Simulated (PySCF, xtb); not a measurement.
Al(H)(OH)2 (AlH3O2), SMILES [AlH]([OH])[OH].

GFN2-xTB (xtb) at its own geometry gives an orbital gap of 5.64 eV and a dipole moment of 1.03 D.

Geometry: B3LYP-D3(BJ)/def2-TZVP. Other conformers were not sampled.

Task: What does PBE0/def2-TZVPD (PySCF) give? (The exact figures need the calculation; the answer reports its results.)

Result: gap 8.53 eV (levels -9.14 and -0.61 eV), dipole 2.24 D.
